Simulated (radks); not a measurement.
Ionisation of neutral dysprosium, [Xe] 4f10 6s2, to [Xe] 4f10 6s1 as the strength of local exchange is varied. All-electron calculation, Dirac Kohn-Sham, Slater X-alpha exchange (alpha = 2/3 is LDA exchange), no correlation, spin-unpolarised, spherical densities, finite nucleus; open shells fill j = l - 1/2 first; Fermi nuclear charge, rms radius 5.2218 fm. Program: a radial shooting solver on a logarithmic mesh with Libxc functionals.

alpha,E(Dy) (hartree),exchange (hartree),IE (eV),-e of the level emptied (eV),<r> of it (bohr)
0.655,-12148.2905,-245.2735,5.527,3.026 (6s1/2),4.190
0.667,-12152.7850,-249.8689,5.583,3.076 (6s1/2),4.177
0.783,-12196.3257,-294.4729,6.141,3.584 (6s1/2),4.047
0.832,-12214.7688,-313.4133,6.389,3.812 (6s1/2),3.993
0.927,-12250.6117,-350.3018,6.884,4.273 (6s1/2),3.893

NIST Atomic Spectra Database: 5.939 eV (measured). The Delta-SCF value meets it near alpha = 0.74. Spin polarisation and multiplet splitting are left out, so open shells lie too high by an amount that depends on their filling.

Beside tabulated values, note that spin-unpolarised runs miss the spin-polarisation part of the exchange energy of open shells.
